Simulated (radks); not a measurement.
Values are calculated unless marked as measured or tabulated.
Ionisation of neutral caesium, [Xe] 6s1, to Cs+, [Xe], under several functionals. Dirac Kohn-Sham, spin-unpolarised, spherical densities, finite nucleus; a radial shooting solver on a logarithmic mesh with Libxc functionals.

[
 {"functional": "XLYP", "E(Cs) (hartree)": "-7791.3037", "Exc (hartree)": "-194.0045", "IE (eV)": "3.948", "-e(HOMO) (eV)": "2.036", "<r> HOMO (bohr)": "5.626", "IE error (eV)": "+0.054"},
 {"functional": "PW91", "E(Cs) (hartree)": "-7791.0236", "Exc (hartree)": "-193.7296", "IE (eV)": "3.891", "-e(HOMO) (eV)": "2.094", "<r> HOMO (bohr)": "5.700", "IE error (eV)": "-0.002"},
 {"functional": "exchange-only B88", "E(Cs) (hartree)": "-7787.8875", "Exc (hartree)": "-190.5490", "IE (eV)": "3.450", "-e(HOMO) (eV)": "1.668", "<r> HOMO (bohr)": "5.912", "IE error (eV)": "-0.444"},
 {"functional": "exchange-only PBE", "E(Cs) (hartree)": "-7787.0313", "Exc (hartree)": "-189.6787", "IE (eV)": "3.605", "-e(HOMO) (eV)": "1.715", "<r> HOMO (bohr)": "5.899", "IE error (eV)": "-0.289"}
]

NIST Atomic Spectra Database: 3.894 eV (measured). Closest: PW91. The Delta-SCF values span 0.50 eV, the total energies 4.27 hartree. The highest occupied level is 6s1/2. Spin polarisation and multiplet splitting are left out, so open shells lie too high by an amount that depends on their filling.

Beside tabulated values, note that spin-unpolarised runs miss the spin-polarisation part of the exchange energy of open shells.
